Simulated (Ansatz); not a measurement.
Stepwise reaction of `N[Si](N)(Br)Br` with water, as a gas-phase model of exchange steps in deposition or etching. ΔE in kJ/mol; ΔG adds harmonic PBE0-D4 terms to CCSD(T)/CBS, at 1 bar.

Computed with Ansatz on PBE0-D4/def2-TZVP structures; ΔE is electronic, products minus reactants. CCSD(T)/CBS is the MP2 limit (def2-TZVPP, def2-QZVPP) plus CCSD(T) − MP2 in def2-TZVPP, frozen cores. This one scheme is used for every species. DFT in def2-TZVPP. B3LYP here is the variant with VWN-RPA as its local correlation; programs differ in this. For Br outer-core shells are correlated without core-valence functions, which leaves a few kJ/mol of doubt a bond. Scalar relativity is left out up to krypton. Each species was taken in one conformer, which may not be the lowest.

| step | reaction | PBE-D4 | B3LYP-D4 | ωB97M-V | CCSD(T)/CBS | ΔG(600 K) |
| --- | --- | --- | --- | --- | --- | --- |
| 1 | `N[Si](N)(Br)Br` + H₂O → `N[Si](N)(O)Br` + HBr | -7.4 | -17.1 | -17.0 | -10.9 | -18.9 |
| 2 | `N[Si](N)(O)Br` + H₂O → `N[Si](N)(O)O` + HBr | 4.6 | -5.6 | -4.6 | -1.1 | -12.5 |

(1) By hand: ΔE of the 2 steps together at CCSD(T)/CBS.

## Answers

(1) (-10.9) + (-1.1) = -12.0 kJ/mol, or -6.0 kJ/mol a step.

In ΔE each step is higher than the one before. ΔG lies between -18.9 and -12.5 kJ/mol a step. PBE-D4 differs from CCSD(T)/CBS by 3.5 to 5.7 kJ/mol a step. Only this route is followed, and other bonds may react first. Isolated molecules leave out the surface, adducts and barriers. Largest T1 diagnostic: 0.010.
